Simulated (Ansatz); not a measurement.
nickel atom (Ni), triplet; PBE/aug-pcseg-1 (Ansatz, a first-principles code).

Here is a job for Ansatz.
Ansatz 0.2 input:
```yaml
crystal:
  periodic: [false, false, false]
  atoms:
    - {symbol: Ni, position_ang: [0.00000000, 0.00000000, 0.00000000]}
basis:
  gaussian:
    orbitals: aug-pcseg-1.json
hamiltonian:
  xc: pbe
magnetization: {spin_polarized: true, initial_magnetization: 2}
```
The basis file holds aug-pcseg-1 in the JSON format of the Basis Set Exchange.

It wrote (shortened):

```
Functional definition: PBE
430 factors; their error is unknown
mean field evaluation 1: about -41027.7657 eV, gradient 3.2e1 eV
mean field evaluation 2: about -40478.9103 eV, gradient 2.2e2 eV
mean field evaluation 4: about -41030.8476 eV, gradient 1.3e1 eV
mean field evaluation 8: about -41031.2321 eV, gradient 7.9e0 eV
mean field evaluation 16: about -41031.3977 eV, gradient 3.7e-1 eV
mean field evaluation 32: about -41031.3545 eV, gradient 4.9e-1 eV
mean field evaluation 64: about -41031.0534 eV, gradient 8.7e0 eV
mean field evaluation 96: about -41031.1350 eV, gradient 9.0e0 eV
mean field evaluation 128: about -41031.3793 eV, gradient 6.4e-3 eV
mean field evaluation 160: about -41031.3220 eV, gradient 1.9e0 eV
mean field evaluation 192: about -41031.3797 eV, gradient 1.7e-2 eV
mean field -41031.37932982 eV, -1507.8753783032 hartree, gradient 7.6e-6 eV, S^2 2.000493; 14 other end points of the search recorded, 0 dependent functions left out
reference -41031.37935887 eV, -1507.8753793706 hartree; 15, 13 occupied and 32, 34 virtual orbitals, 430 factors
Total energy: -41031.37935887 eV, -1507.8753793706 hartree
```
